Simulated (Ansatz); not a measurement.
NiCl₂. Total charge 0; triplet. Geometry PBE-D4/def2-TZVP.

```xyz
3

Ni    0.000    0.000    0.000
Cl    0.157    0.344   -2.017
Cl   -0.157   -0.344    2.017
```

**Question.** Estimate the α-spin orbital energies around the gap (eV) in Ansatz with PBE-D4/def2-TZVP, BLYP-D4/def2-TZVP, B97M-V/def2-TZVP, r2SCAN0-D4/def2-TZVP, CAM-B3LYP-D4/def2-TZVP.

**Answer.** 
```
orbital  PBE-D4/def2-TZVP  BLYP-D4/def2-TZVP  B97M-V/def2-TZVP  r2SCAN0-D4/def2-TZVP  CAM-B3LYP-D4/def2-TZVP
HOMO−13            -69.48             -69.26            -74.63                -79.38                  -77.71
HOMO−12            -20.81             -20.61            -22.01                -23.75                  -24.85
HOMO−11            -20.54             -20.34            -21.73                -23.39                  -24.48
HOMO−10            -11.14             -10.94            -11.95                -15.06                  -15.55
 HOMO−9            -10.17              -9.96            -11.52                -15.06                  -15.55
 HOMO−8            -10.17              -9.96            -11.52                -14.40                  -15.37
 HOMO−7             -9.20              -8.99             -9.97                -13.31                  -13.80
 HOMO−6             -8.66              -8.46             -9.97                -13.31                  -13.80
 HOMO−5             -8.66              -8.46             -9.53                -10.72                  -11.85
 HOMO−4             -7.93              -7.81             -8.88                -10.56                  -11.65
 HOMO−3             -7.93              -7.81             -8.88                -10.07                  -11.30
 HOMO−2             -7.62              -7.52             -8.65                -10.07                  -11.30
 HOMO−1             -7.62              -7.44             -8.13                 -9.48                  -10.65
   HOMO             -7.62              -7.44             -8.13                 -9.48                  -10.65
   LUMO             -1.28              -1.25             -1.41                 -0.64                    0.14
 LUMO+1              0.79               0.89              0.63                  1.33                    2.41
 LUMO+2              0.79               0.89              0.63                  1.33                    2.41
 LUMO+3              2.33               2.36              2.50                  3.34                    3.94
 LUMO+4              4.50               4.55              4.48                  5.18                    5.87
 LUMO+5              4.50               4.55              4.48                  5.18                    5.87
 β HOMO             -6.99              -6.89             -8.16                 -9.74                  -10.80
 β LUMO             -6.18              -6.03             -5.84                 -4.19                   -3.62
```
